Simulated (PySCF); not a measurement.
silver atom (Ag), doublet (core potentials on Ag); DF-PBE0/def2-SVPD (PySCF).

Here is a job for PySCF.
```python
from pyscf import gto, scf, dft

mol = gto.M(
    atom='''
Ag    0.00000000    0.00000000    0.00000000
''',
    basis='def2-svpd',
    ecp={'Ag': 'def2-svpd'},
    spin=1,
    verbose=4,
)

mf = dft.UKS(mol)
mf.xc = 'pbe0'
mf = mf.density_fit(auxbasis='def2-universal-jkfit')
mf.kernel()
```

What the program printed (banner, timings and long lists left out):

```
PySCF version 2.14.0

[INPUT] verbose = 4
[INPUT] num. atoms = 1
[INPUT] num. electrons = 19
[INPUT] charge = 0
[INPUT] spin (= nelec alpha-beta = 2S) = 1
[INPUT] symmetry False subgroup None
[INPUT] Mole.unit = angstrom
[INPUT] Symbol           X                Y                Z      unit          X                Y                Z       unit  Magmom
[INPUT]  1 Ag     0.000000000000   0.000000000000   0.000000000000 AA    0.000000000000   0.000000000000   0.000000000000 Bohr   0.0

nuclear repulsion = 0
number of shells = 12
number of NR pGTOs = 60
number of NR cGTOs = 34
basis = def2-svpd
ecp = {'Ag': 'def2-svpd'}

******** <class 'pyscf.df.df_jk.DFUKS'> ********
method = DFUKS
initial guess = minao
damping factor = 0
level_shift factor = 0
DIIS = <class 'pyscf.scf.diis.CDIIS'>
diis_start_cycle = 1
diis_space = 8
diis_damp = 0
SCF conv_tol = 1e-09
SCF conv_tol_grad = None
SCF max_cycles = 50
direct_scf = False
number electrons alpha = 10  beta = 9
XC library pyscf.dft.libxc version 7.1.2
    S. Lehtola, C. Steigemann, M. J. T. Oliveira, and M. A. L. Marques,  SoftwareX 7, 1–5 (2018)
XC functionals = pbe0
    C. Adamo and V. Barone,  J. Chem. Phys. 110, 6158 (1999)
    M. Ernzerhof and G. E. Scuseria,  J. Chem. Phys. 110, 5029 (1999)
radial grids:
    Treutler-Ahlrichs [JCP 102, 346 (1995); DOI:10.1063/1.469408] (M4) radial grids

becke partition: Becke, JCP 88, 2547 (1988); DOI:10.1063/1.454033
pruning grids: <function nwchem_prune>
grids dens level: 3
symmetrized grids: False
atomic radii adjust function: <function treutler_atomic_radii_adjust>
small_rho_cutoff = 0
Set gradient conv threshold to 3.16228e-05
tot grids = 22440
******** <class 'pyscf.df.df.DF'> ********
auxbasis = def2-universal-jkfit
init E= -134.455821134226

cycle= 1 E= -146.363133121434  delta_E= -11.9  |g|= 0.993  |ddm|= 2.73

cycle= 2 E= -134.164330936115  delta_E= 12.2  |g|= 3.59  |ddm|= 5.66
cycle= 3 E= -146.871663353406  delta_E= -12.7  |g|= 0.31  |ddm|= 5.14
cycle= 4 E= -146.928450566386  delta_E= -0.0568  |g|= 0.0649  |ddm|= 0.87
cycle= 5 E= -146.930359178824  delta_E= -0.00191  |g|= 0.00479  |ddm|= 0.0574
cycle= 6 E= -146.930374942733  delta_E= -1.58e-05  |g|= 0.000708  |ddm|= 0.0175
cycle= 7 E= -146.93037520516  delta_E= -2.62e-07  |g|= 5.71e-05  |ddm|= 0.00194
cycle= 8 E= -146.930375209343  delta_E= -4.18e-09  |g|= 1.18e-05  |ddm|= 0.000187
cycle= 9 E= -146.930375209776  delta_E= -4.33e-10  |g|= 1.62e-06  |ddm|= 8.7e-05
Extra cycle  E= -146.930375209777  delta_E= -7.67e-13  |g|= 1.71e-06  |ddm|= 4.54e-06
converged SCF energy = -146.930375209777  <S^2> = 0.75124078  2S+1 = 2.0012404
```
